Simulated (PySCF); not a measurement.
One molecule, one basis, several functionals.

Species: C2H6O3Si.
InChI=1S/C2H6O3Si/c3-1-2-5-6-4/h1,4H,2,6H2

Torsions of this conformer, `[O:1]=[CH:2][CH2:3][O:4][SiH2:5][OH:6]`: O1–C2–C3–O4 4°, C2–C3–O4–Si5 -15°, C3–O4–Si5–O6 -171°, H–O6–Si5–O4 61°.

PySCF, def2-SVPD basis, density fitting, gas phase, PBE0-D3(BJ)/def2-SVP geometry; singlet excitations by full TDDFT with frozen cores, triplets by Tamm–Dancoff TDDFT and ionisation energies by ΔSCF, from the lowest of the holes tried. One functional is left out:

```tsv
functional	exact exchange (%)	HOMO energy (eV)	LUMO energy (eV)	lowest singlet excitation (eV)	lowest triplet excitation (eV)	dipole moment (D)	mean polarisability (au)	vertical ionisation energy (eV)
LDA	0	-6.72	-2.79	4.11	3.71	3.842	66.3	9.82
PBE	0	-6.59	-2.54	4.25	3.72	3.712	65.4	9.68
PBE0	25	-8.13	-1.35	4.52	3.91	3.872	61.3	10.15
BHandHLYP	50	-9.62	-0.08	4.73	4.15	4.052	58.3	10.53
```

Predict the row of B3LYP (20 % exact exchange) by straight lines through the other rows, and check it.

```tsv
property	line	computed	computed − line	PBE0 (25 %), for comparison
HOMO energy (eV)	-7.84	-7.92	-0.08	-8.13
LUMO energy (eV)	-1.63	-1.65	-0.02	-1.35
lowest singlet excitation (eV)	4.42	4.49	+0.07	4.52
lowest triplet excitation (eV)	3.88	3.93	+0.05	3.91
dipole moment (D)	3.876	3.872	-0.004	3.872
mean polarisability (au)	62.6	61.9	-0.7	61.3
vertical ionisation energy (eV)	10.06	10.13	+0.07	10.15
```
